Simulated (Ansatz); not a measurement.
# Nudged elastic band run: Cl3FGeH4OSi

Input:

```yaml
crystal:
  periodic: [false, false, false]
  atoms:
    - { symbol: Ge, position_ang: [0.69321, 0.206902, -0.238243] }
    - { symbol: F, position_ang: [0.305976, -0.110285, 1.392136] }
    - { symbol: Cl, position_ang: [2.80609, 0.389223, -0.286358] }
    - { symbol: Cl, position_ang: [-0.193929, 2.022994, -0.837473] }
    - { symbol: Cl, position_ang: [0.102383, -1.435598, -1.428771] }
    - { symbol: O, position_ang: [-2.392669, -0.238108, 0.656643] }
    - { symbol: Si, position_ang: [-3.782867, -1.054658, 0.283825] }
    - { symbol: H, position_ang: [-3.580944, -2.51988, 0.365066] }
    - { symbol: H, position_ang: [-4.877228, -0.687519, 1.212557] }
    - { symbol: H, position_ang: [-4.145135, -0.67407, -1.093288] }
    - { symbol: H, position_ang: [-1.983286, -0.3318, 1.503909] }
basis:
  gaussian: { orbitals: def2-SVP }
hamiltonian:
  xc: hf
neb:
  order_check: false
  images: 7
  f_tol: 0.05
  max_iterations: 60
  spring: 0.5
  final_atoms:
    - { symbol: Ge, position_ang: [-0.22796768, -0.11091396, -0.66728097] }
    - { symbol: F, position_ang: [-0.99642327, 0.93949295, 2.61606597] }
    - { symbol: Cl, position_ang: [1.47327699, -0.86206665, 0.34151824] }
    - { symbol: Cl, position_ang: [-0.04322287, 1.96867231, -1.01583788] }
    - { symbol: Cl, position_ang: [-0.47899299, -1.1325001, -2.52053866] }
    - { symbol: O, position_ang: [-1.64059094, -0.40644248, 0.29489076] }
    - { symbol: Si, position_ang: [-3.13382787, -1.16481602, 0.15417558] }
    - { symbol: H, position_ang: [-2.92879816, -2.61081413, -0.04961582] }
    - { symbol: H, position_ang: [-3.84635103, -0.90932747, 1.41663714] }
    - { symbol: H, position_ang: [-3.86617282, -0.58806115, -0.98881747] }
    - { symbol: H, position_ang: [-1.35932836, 0.4439777, 1.94880612] }
  initial_path:
    images:
      - { positions_ang: [[0.69321, 0.206902, -0.238243], [0.305976, -0.110285, 1.392136], [2.80609, 0.389223, -0.286358], [-0.193929, 2.022994, -0.837473], [0.102383, -1.435598, -1.428771], [-2.392669, -0.238108, 0.656643], [-3.782867, -1.054658, 0.283825], [-3.580944, -2.51988, 0.365066], [-4.877228, -0.687519, 1.212557], [-4.145135, -0.67407, -1.093288], [-1.983286, -0.3318, 1.503909]] }
      - { positions_ang: [[0.52057436, 0.15263111, -0.17852661], [0.22706817, -0.07393473, 1.55162192], [2.62971604, 0.28289273, -0.39615807], [-0.40295079, 1.96450972, -0.82443093], [-0.18491585, -1.53494958, -1.24771876], [-2.28591109, -0.17527559, 0.65273809], [-3.63855504, -1.01755381, 0.20740275], [-3.36291129, -2.4508567, 0.19097829], [-4.73394618, -0.76690257, 1.14312491], [-4.02965474, -0.57303887, -1.13148822], [-1.78691259, -0.24032071, 1.56245963]] }
      - { positions_ang: [[0.34793872, 0.09836022, -0.11881022], [0.14816035, -0.03758447, 1.71110785], [2.45334207, 0.17656247, -0.50595813], [-0.61197257, 1.90602544, -0.81138886], [-0.47221471, -1.63430117, -1.06666652], [-2.17915318, -0.11244318, 0.64883318], [-3.49424309, -0.98044962, 0.1309805], [-3.14487857, -2.38183341, 0.01689058], [-4.59066435, -0.84628614, 1.07369281], [-3.91417448, -0.47200774, -1.16968845], [-1.59053919, -0.14884141, 1.62101027]] }
      - { positions_ang: [[0.17530308, 0.04408932, -0.05909384], [0.06925252, -0.0012342, 1.87059377], [2.27696811, 0.0702322, -0.6157582], [-0.82099436, 1.84754117, -0.7983468], [-0.75951356, -1.73365275, -0.88561428], [-2.07239527, -0.04961077, 0.64492827], [-3.34993113, -0.94334543, 0.05455825], [-2.92684586, -2.31281011, -0.15719713], [-4.44738253, -0.92566971, 1.00426072], [-3.79869422, -0.37097661, -1.20788867], [-1.39416578, -0.05736212, 1.6795609]] }
      - { positions_ang: [[0.00266743, -0.01018157, 0.00062255], [-0.0096553, 0.03511607, 2.03007969], [2.10059415, -0.03609806, -0.72555827], [-1.03001615, 1.78905689, -0.78530473], [-1.04681242, -1.83300433, -0.70456204], [-1.96563736, 0.01322164, 0.64102336], [-3.20561917, -0.90624124, -0.02186399], [-2.70881315, -2.24378681, -0.33128484], [-4.30410071, -1.00505328, 0.93482862], [-3.68321395, -0.26994548, -1.2460889], [-1.19779237, 0.03411718, 1.73811154]] }
      - { positions_ang: [[-0.05499134, -0.03536467, -0.16635333], [-0.25634729, 0.26121029, 2.17657626], [1.94376486, -0.24259021, -0.45878914], [-0.78331783, 1.83396074, -0.84293802], [-0.90485756, -1.65787827, -1.15855619], [-1.88437575, -0.09169439, 0.55449021], [-3.18767135, -0.97088493, 0.0221459], [-2.7638094, -2.33554364, -0.26086758], [-4.18966329, -0.98112183, 1.05528075], [-3.72895367, -0.3494744, -1.18177104], [-1.23817637, 0.13658231, 1.79078518]] }
      - { positions_ang: [[-0.11265012, -0.06054776, -0.33332921], [-0.50303928, 0.48730451, 2.32307283], [1.78693557, -0.44908236, -0.19202001], [-0.53661951, 1.8788646, -0.90057131], [-0.7629027, -1.48275222, -1.61255035], [-1.80311415, -0.19661042, 0.46795706], [-3.16972352, -1.03552863, 0.06615579], [-2.81880566, -2.42730047, -0.19045033], [-4.07522587, -0.95719037, 1.17573288], [-3.77469339, -0.42900332, -1.11745318], [-1.27856037, 0.23904744, 1.84345883]] }
      - { positions_ang: [[-0.1703089, -0.08573086, -0.50030509], [-0.74973127, 0.71339873, 2.4695694], [1.63010628, -0.65557451, 0.07474911], [-0.28992119, 1.92376845, -0.95820459], [-0.62094784, -1.30762616, -2.0665445], [-1.72185255, -0.30152645, 0.38142391], [-3.1517757, -1.10017233, 0.11016569], [-2.87380191, -2.5190573, -0.12003307], [-3.96078845, -0.93325892, 1.29618501], [-3.82043311, -0.50853223, -1.05313533], [-1.31894437, 0.34151257, 1.89613247]] }
      - { positions_ang: [[-0.22796768, -0.11091396, -0.66728097], [-0.99642327, 0.93949295, 2.61606597], [1.47327699, -0.86206665, 0.34151824], [-0.04322287, 1.96867231, -1.01583788], [-0.47899299, -1.1325001, -2.52053866], [-1.64059094, -0.40644248, 0.29489076], [-3.13382787, -1.16481602, 0.15417558], [-2.92879816, -2.61081413, -0.04961582], [-3.84635103, -0.90932747, 1.41663714], [-3.86617282, -0.58806115, -0.98881747], [-1.35932836, 0.4439777, 1.94880612]] }
```

Launched with:

```bash
$ ansatz run input.yaml --threads 4 --pin off --max-ram 5120MiB --backend cpu --events-out ev --progress --plain --runs-dir out
```

Output, in part (warnings, iteration lines, the closing report on the highest movable image, with atoms numbered from 0):

```
NEB end point (image 0): max|allowed force component| = 5.080e-3 eV/Å (the criterion of neb.relax_end_points is 1.000e-2)
NEB end point (image 8): max|allowed force component| = 1.147e-2 eV/Å (the criterion of neb.relax_end_points is 1.000e-2)
NEB iter   1: max|band force component| = 8.284e0 eV/Å  barrier→ = 6.8639 eV  barrier← = 6.8512 eV  Δτ_max = 0.1990 Å  (318 SCF iters)
NEB iter   2: max|band force component| = 4.960e0 eV/Å  barrier→ = 4.0600 eV  barrier← = 4.0472 eV  Δτ_max = 0.2000 Å  (263 SCF iters)
NEB iter   3: max|band force component| = 6.225e0 eV/Å  barrier→ = 2.6310 eV  barrier← = 2.6183 eV  Δτ_max = 0.1009 Å  (252 SCF iters)
NEB iter   4: max|band force component| = 2.261e0 eV/Å  barrier→ = 1.9302 eV  barrier← = 1.9174 eV  Δτ_max = 0.2000 Å  (233 SCF iters)
NEB iter   5: max|band force component| = 6.509e0 eV/Å  barrier→ = 1.7671 eV  barrier← = 1.7544 eV  Δτ_max = 0.0999 Å  (240 SCF iters)
NEB iter   6: max|band force component| = 1.587e0 eV/Å  barrier→ = 1.5002 eV  barrier← = 1.4875 eV  Δτ_max = 0.1985 Å  (233 SCF iters)
NEB iter   7: max|band force component| = 1.343e0 eV/Å  barrier→ = 1.2356 eV  barrier← = 1.2228 eV  Δτ_max = 0.1973 Å  (234 SCF iters)
NEB iter   8: max|band force component| = 1.335e0 eV/Å  barrier→ = 0.9628 eV  barrier← = 0.9501 eV  Δτ_max = 0.2000 Å  (234 SCF iters)
NEB iter   9: max|band force component| = 9.517e-1 eV/Å  barrier→ = 0.8966 eV  barrier← = 0.8839 eV  Δτ_max = 0.1971 Å  (224 SCF iters)
NEB iter  10: max|band force component| = 1.242e0 eV/Å  barrier→ = 0.9957 eV  barrier← = 0.9830 eV  Δτ_max = 0.1003 Å  (222 SCF iters)
NEB iter  11: max|band force component| = 6.661e-1 eV/Å  barrier→ = 0.9170 eV  barrier← = 0.9042 eV  Δτ_max = 0.1000 Å  (227 SCF iters)
NEB iter  12: max|band force component| = 7.102e-1 eV/Å  barrier→ = 0.8468 eV  barrier← = 0.8340 eV  CI = image 4  Δτ_max = 0.2000 Å  (228 SCF iters)
NEB iter  13: max|band force component| = 1.399e0 eV/Å  barrier→ = 1.0477 eV  barrier← = 1.0349 eV  CI = image 4  Δτ_max = 0.1013 Å  (228 SCF iters)
NEB iter  14: max|band force component| = 1.264e0 eV/Å  barrier→ = 1.1048 eV  barrier← = 1.0920 eV  CI = image 4  Δτ_max = 0.2000 Å  (228 SCF iters)
NEB iter  15: max|band force component| = 9.728e-1 eV/Å  barrier→ = 1.1790 eV  barrier← = 1.1663 eV  CI = image 4  Δτ_max = 0.2000 Å  (227 SCF iters)
NEB iter  16: max|band force component| = 6.197e-1 eV/Å  barrier→ = 1.2086 eV  barrier← = 1.1958 eV  CI = image 4  Δτ_max = 0.2000 Å  (231 SCF iters)
NEB iter  17: max|band force component| = 4.907e-1 eV/Å  barrier→ = 1.2665 eV  barrier← = 1.2537 eV  CI = image 4  Δτ_max = 0.1992 Å  (229 SCF iters)
NEB iter  18: max|band force component| = 5.290e-1 eV/Å  barrier→ = 1.2744 eV  barrier← = 1.2616 eV  CI = image 4  Δτ_max = 0.0987 Å  (233 SCF iters)
NEB iter  19: max|band force component| = 3.354e-1 eV/Å  barrier→ = 1.2591 eV  barrier← = 1.2464 eV  CI = image 4  Δτ_max = 0.0497 Å  (237 SCF iters)
NEB iter  20: max|band force component| = 2.095e-1 eV/Å  barrier→ = 1.2517 eV  barrier← = 1.2389 eV  CI = image 4  Δτ_max = 0.0589 Å  (239 SCF iters)
NEB iter  21: max|band force component| = 4.864e-1 eV/Å  barrier→ = 1.2432 eV  barrier← = 1.2304 eV  CI = image 4  Δτ_max = 0.0296 Å  (240 SCF iters)
NEB iter  22: max|band force component| = 6.048e-2 eV/Å  barrier→ = 1.2405 eV  barrier← = 1.2277 eV  CI = image 4  Δτ_max = 0.0393 Å  (242 SCF iters)
NEB iter  23: max|band force component| = 4.532e-2 eV/Å  barrier→ = 1.2374 eV  barrier← = 1.2246 eV  CI = image 4  Δτ_max = 0.0540 Å  (238 SCF iters)
NEB iter  24: max|band force component| = 1.713e-1 eV/Å  barrier→ = 1.2349 eV  barrier← = 1.2221 eV  CI = image 4  Δτ_max = 0.0271 Å  (34 SCF iters)
NEB iter  25: max|band force component| = 1.842e-1 eV/Å  barrier→ = 1.2338 eV  barrier← = 1.2210 eV  CI = image 4  Δτ_max = 0.0545 Å  (241 SCF iters)
NEB iter  26: max|band force component| = 1.867e-1 eV/Å  barrier→ = 1.2332 eV  barrier← = 1.2205 eV  CI = image 4  Δτ_max = 0.0544 Å  (235 SCF iters)
NEB iter  27: max|band force component| = 1.865e-1 eV/Å  barrier→ = 1.2318 eV  barrier← = 1.2191 eV  CI = image 4  Δτ_max = 0.0272 Å  (233 SCF iters)
NEB iter  28: max|band force component| = 1.396e-1 eV/Å  barrier→ = 1.2317 eV  barrier← = 1.2189 eV  CI = image 4  Δτ_max = 0.0124 Å  (241 SCF iters)
NEB iter  29: max|band force component| = 8.621e-2 eV/Å  barrier→ = 1.2316 eV  barrier← = 1.2189 eV  CI = image 4  Δτ_max = 0.0271 Å  (245 SCF iters)
NEB iter  30: max|band force component| = 4.097e-2 eV/Å  barrier→ = 1.2316 eV  barrier← = 1.2188 eV  CI = image 4  Δτ_max = 0.0000 Å  (454 SCF iters)
Total energy: -106632.15495638 eV, -3918.6594167764 hartree
Atom 0 at    -0.183032     0.086068    -0.237660 Å, force    -0.002393     0.001662    -0.001420 eV/Å
Atom 1 at    -0.415431     0.921230     1.583312 Å, force    -0.000040    -0.003295     0.000908 eV/Å
Atom 2 at     1.538980    -0.926436     0.488256 Å, force    -0.000171    -0.001106    -0.001714 eV/Å
Atom 3 at     0.032823     2.034447    -1.059773 Å, force     0.000267     0.000885     0.001408 eV/Å
Atom 4 at    -0.632392    -1.078172    -2.034230 Å, force     0.001096    -0.000856     0.001774 eV/Å
Atom 5 at    -1.817178    -0.332980     0.556701 Å, force     0.000538     0.003416    -0.002506 eV/Å
Atom 6 at    -3.255473    -1.201290     0.249908 Å, force     0.000200     0.000687     0.000811 eV/Å
Atom 7 at    -2.914862    -2.616772     0.056404 Å, force     0.000549    -0.001039     0.001444 eV/Å
Atom 8 at    -4.070383    -1.005647     1.460872 Å, force    -0.000328     0.000661    -0.000504 eV/Å
Atom 9 at    -3.906741    -0.621975    -0.932619 Å, force     0.000490    -0.001659    -0.000346 eV/Å
Atom 10 at    -1.424710     0.308728     1.398832 Å, force    -0.000207     0.000644     0.000144 eV/Å
Dipole moment:    -0.751946    -0.291528     0.168794 e Å
```

The forces met the threshold. The band force fell under the threshold earlier too, but the program's further tests of the path sent the band on. Another band between the same ends (7 images) ends at a top of the same energy, where a vibrational analysis finds 1 clearly imaginary mode. The orbitals stay closed-shell, which can raise the energy where a bond breaks towards radicals; this wasn't checked here.

Final band (atoms are numbered from 1 in the order of the input):

```
image  path coordinate (Å)  energy (eV)  Ge1–F2 (Å)  O6–H11 (Å)  Ge1–O6 (Å)
    0                 0.00         0.00        1.71        0.95        3.24
    1                 0.99         0.02        1.71        0.95        3.21
    2                 1.97         0.31        1.71        0.95        2.68
    3                 2.96         0.60        1.75        0.95        2.12
    4                 3.94         1.23        2.02        1.13        1.86
    5                 4.39         0.56        2.35        1.51        1.78
    6                 4.83         0.14        2.80        1.74        1.75
    7                 5.28         0.03        3.24        1.88        1.74
    8                 5.72         0.01        3.53        1.88        1.73
```

The run took 3.8 min on 4 threads of AMD EPYC 9R45 96-Core Processor (Zen 5), with other jobs on the host, peak memory 0.56 GiB.
